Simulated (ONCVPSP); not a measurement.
## Which setting gave this result? (indium (In), ONCV)

Base potential:

- Element: indium
- Generator: ONCVPSP 4.0.1
- Type: optimised norm-conserving Vanderbilt (ONCV)
- Functional: PBE
- Relativity: scalar-relativistic
- Frozen core: [Kr]
- Valence charge: 13
- Reference configuration: 4d10 5s2 5p0.5 (charge +0.5)
- Partial waves: 5s: rc 2.10 bohr, ncon 4, nbas 8, qcut 2.5 1/bohr, 2 projectors, debl 1.3 Ha; 5p: rc 2.80 bohr, ncon 4, nbas 8, qcut 2.6 1/bohr, 2 projectors, debl 1.9 Ha; 4d: rc 1.75 bohr, ncon 4, nbas 9, qcut 7.1 1/bohr, 2 projectors, debl 2.7 Ha
- Local potential: polynomial inside 1.35 bohr (lpopt 5, dvloc0 4 Ha)
- Core correction: Teter function, fcfact 4.75, rcfact 1.7

Cutoffs, loose and tight: the cutoffs (Ha) at which the residual kinetic energy of the hardest occupied pseudo-wave falls to 1 and 0.1 mHa per electron. They do not see the model core or the augmentation charge, which bear on the density cutoff. Test errors are all-electron minus pseudo excitation energies from the reference, over the configurations 4d10 5s2 5p1; 4d10 5s2 5p0; 4d10 5s1 5p0; 4d9 5s2 5p2; variants that change the core or the reference have their own tests.

Only the fcfact is moved:

```json
{"fcfact": "1.6", "cutoff, loose": "24 Ha", "cutoff, tight": "66 Ha", "bound ghosts": "none", "largest test error (meV)": "-66", "median size of the test errors": "7.1 meV"}
{"fcfact": "2.4", "cutoff, loose": "24 Ha", "cutoff, tight": "66 Ha", "bound ghosts": "none", "largest test error (meV)": "-76", "median size of the test errors": "12.1 meV"}
{"fcfact": "3.4", "cutoff, loose": "24 Ha", "cutoff, tight": "66 Ha", "bound ghosts": "none", "largest test error (meV)": "-86", "median size of the test errors": "18.1 meV"}
{"fcfact": "5.6", "cutoff, loose": "24 Ha", "cutoff, tight": "66 Ha", "bound ghosts": "none", "largest test error (meV)": "-101", "median size of the test errors": "29.7 meV"}
{"fcfact": "6.7", "cutoff, loose": "24 Ha", "cutoff, tight": "66 Ha", "bound ghosts": "none", "largest test error (meV)": "-107", "median size of the test errors": "34.9 meV"}
{"fcfact": "7.4", "cutoff, loose": "24 Ha", "cutoff, tight": "66 Ha", "bound ghosts": "none", "largest test error (meV)": "-111", "median size of the test errors": "37.8 meV"}
```

One more run gave cutoff, loose: 24 Ha; cutoff, tight: 66 Ha; bound ghosts: none; largest test error (meV): -93; median size of the test errors: 23.0 meV. Which value of the fcfact was used?

4.3. The median size of the test errors moves one way along this sweep, from 7.1 meV at 1.6 to 37.8 meV at 7.4, which places the run between 3.4 and 5.6.
